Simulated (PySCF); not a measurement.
# Telling isomers of C6H10N2 apart by NMR

Computational details: NMR shieldings at PBE0/pcSseg-1/GIAO, geometry: GFN2-xTB, in PySCF (fast rotation and ring inversion assumed for equivalent nuclei, isolated molecule, no relativistic terms, a single conformation).

Referencing at the same level of theory: $^{1}$H (σ = 31.72 ppm), $^{13}$C (σ = 186.93 ppm) vs TMS. Where no couplings were computed, multiplicities follow the n + 1 count of equivalent neighbours, and m marks all less simple cases (inequivalent or close neighbours, rings, F or P nearby). Shifts are as computed. Against solution values, carbons near 30 ppm lie about +3 ppm off and those near 130 ppm about +5 ppm. Of 1211 compounds with measured shifts, 218 miss one by over three times the rms of a fit or turn the order of signals round; such compounds aren't used in these exercises. OH and NH positions are gas-phase values without hydrogen bonding to other molecules.

(1) Tabulate the signals of `C=C/C(CC)=N\N=C`, `C#CCNN=C(C)C` and their relative energies.

(2) What is the quickest way to tell C=C/C(CC)=N\N=C from C#CCNN=C(C)C?

## Answers

(1) 
```json
{"SMILES": "C=C/C(CC)=N\\N=C", "carbon types": "1×C 1×CH 3×CH2 1×CH3", "δC": "135.4, 132.8, 130.4, 110.8, 37.4, 15.8", "δH": "6.29 (m, 1H), 5.99 (m, 1H), 5.97 (m, 1H), 5.91 (m, 1H), 5.87 (m, 1H), 2.33 (q, 2H), 1.12 (t, 3H)", "E rel. (kcal/mol)": "0.0"}
{"SMILES": "C#CCNN=C(C)C", "carbon types": "2×C 1×CH 1×CH2 2×CH3", "δC": "137.1, 88.7, 78.7, 44.5, 29.8, 14.7", "δH": "4.32 (br s, 1H), 4.17 (d, 2H), 2.00 (s, 3H), 1.70 (t, 1H), 1.68 (s, 3H)", "E rel. (kcal/mol)": "13.7"}
```

Energies are electronic energies at PBE0/pcSseg-1 on these geometries, without zero-point or thermal terms, each for the one conformer computed, which needn't be the lowest.

(2) Both give the same number of carbon signals, but DEPT or the intensities differ. The first has a terminal =CH2 carbon at 132.8 ppm, the second a terminal alkyne carbon (CH) at 78.7 ppm. Their most deshielded carbons lie at 135.4 and 137.1 ppm. In the proton spectra the most deshielded non-exchanging signals are 6.29 (m, 1H) and 4.17 (d, 2H).
